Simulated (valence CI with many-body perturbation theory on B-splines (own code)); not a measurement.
Which ion has this spectrum?

A relativistic CI+MBPT calculation for an atom or ion with 15 electrons gives these levels (cm⁻¹):

```tsv
J	Parity	E	g
3/2	odd	0	1.99
3/2	odd	39625	0.86
5/2	odd	42946	1.20
1/2	odd	69284	0.66
3/2	odd	73889	1.29
5/2	even	253962	1.60
3/2	even	261673	1.73
1/2	even	265264	2.66
3/2	even	314648	0.81
5/2	even	316047	1.20
3/2	even	361523	1.33
1/2	even	365936	1.05
1/2	even	379503	1.62
3/2	even	397414	0.42
```

The energies are calculated, with errors of perhaps 200 cm⁻¹, more in some levels.

(1) Which is it?
A. Ni13+
B. Mn10+
C. V8+
D. Cr9+

Answers

(1) B. Mn10+, ground level 3s²3p³ ⁴S°_3/2.
